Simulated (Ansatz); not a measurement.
Cost and result for the atomization energy of CH8B2InN, SMILES `CB[BH][InH][NH2]` (13 atoms, 12 bonds).

```xyz
13

C     1.868   -0.949   -0.662
B     1.319    0.520   -0.694
B     0.546    1.365    0.425
In   -1.679    0.963    0.231
N    -2.345   -0.764    1.037
H     1.739   -1.482    0.281
H     2.941   -0.906   -0.886
H     1.432   -1.548   -1.468
H     1.373    1.101   -1.758
H     0.857    2.172    1.247
H    -2.939    1.845   -0.542
H    -1.786   -1.357    1.627
H    -3.325   -0.961    1.162
```

Total charge 0; spin multiplicity 1. Correlated methods include outer-core shells of In, which these sets cover unevenly. In takes the def2 core potential. All single points use the PBE0-D4/def2-TZVP geometry. It is one conformer, not always the lowest. Program: Ansatz. All runs use 4 threads of a server CPU on a shared host. Times are those of one run each, without the atoms' runs, and a repeat can differ threefold. Electronic energies, without spin–orbit coupling; frozen cores. CCSD(T)/CBS adds CCSD(T) − MP2 in def2-TZVPP to the MP2 limit, and its time is that of the two runs behind it. T1 = 0.016. With those shells the extrapolation isn't a true limit. B3LYP takes the VWN-RPA correlation (the form of Gaussian; ORCA's B3LYP/G). HSE06 is the plane-wave form, built on full-range PBE exchange.

CCSD(T)/CBS is a level of theory with its own doubt, some kJ/mol a heavy atom from the limit and from the frozen cores, so smaller differences don't rank the functionals.

| level | functions | wall time |
| --- | --- | --- |
| revPBE-D4/def2-TZVPP | 286 | 4.6 s |
| BLYP-D4/def2-TZVPP | 286 | 5.5 s |
| PBE-D4/def2-TZVPP (with forces) | 286 | 6 s |
| PBE0-D4/def2-TZVPP | 286 | 7 s |
| HSE06-D4/def2-TZVPP | 286 | 7.5 s |
| BHLYP-D4/def2-TZVPP | 286 | 7.5 s |
| B3LYP-D4/def2-TZVPP (with forces) | 286 | 11 s |
| B2PLYP/def2-TZVPP | 286 | 14 s |
| ωB97X-V/def2-TZVPP | 286 | 19 s |
| CCSD(T)/def2-SVP | 122 | 24 s |
| MP2/def2-QZVPP | 550 | 58 s |
| CCSD(T)/def2-TZVPP | 286 | 12 min |
| CCSD(T)/CBS(def2) | – | 13 min |

**Question.** What atomization energy does each give, and how far from CCSD(T)/CBS? (Best estimate.)

**Answer.** Computed: 
```csv
level,atomization (kcal/mol),difference from CCSD(T)/CBS,per bond
revPBE-D4/def2-TZVPP,1005.4,-5.4,-0.5
BLYP-D4/def2-TZVPP,1011.3,0.5,0.0
PBE-D4/def2-TZVPP (with forces),1030.2,19.4,1.6
PBE0-D4/def2-TZVPP,1017.0,6.2,0.5
HSE06-D4/def2-TZVPP,1017.6,6.8,0.6
BHLYP-D4/def2-TZVPP,994.6,-16.2,-1.3
B3LYP-D4/def2-TZVPP (with forces),1016.8,6.0,0.5
B2PLYP/def2-TZVPP,1002.9,-7.9,-0.7
ωB97X-V/def2-TZVPP,1018.5,7.7,0.6
CCSD(T)/def2-SVP,953.6,-57.2,-4.8
MP2/def2-QZVPP,1007.2,-3.6,-0.3
CCSD(T)/def2-TZVPP,986.1,-24.7,-2.1
CCSD(T)/CBS(def2),1010.8,0.0,0.0
```

At CCSD(T), def2-SVP lies −57.2 kcal/mol from the extrapolated value and def2-TZVPP −24.7 kcal/mol: correlation converges slowly with the basis, and small sets miss more of it in the bonded molecule than in its fragments. From PBE to PBE0 (25 % exact exchange), in def2-TZVPP and without D4, the atomization energy moves by −12.4 kcal/mol: exact exchange takes away binding that semilocal exchange gives to molecules. In def2-TZVPP, CCSD(T) changes the Hartree–Fock value by +238.5 kcal/mol (the triples alone add +13.1 kcal/mol) and MP2 by +244.9 kcal/mol; breaking electron pairs costs correlation energy, which Hartree–Fock lacks.

Spin–orbit coupling would lower the free In atoms strongly, and the atomization energy with them, by more than many differences here.
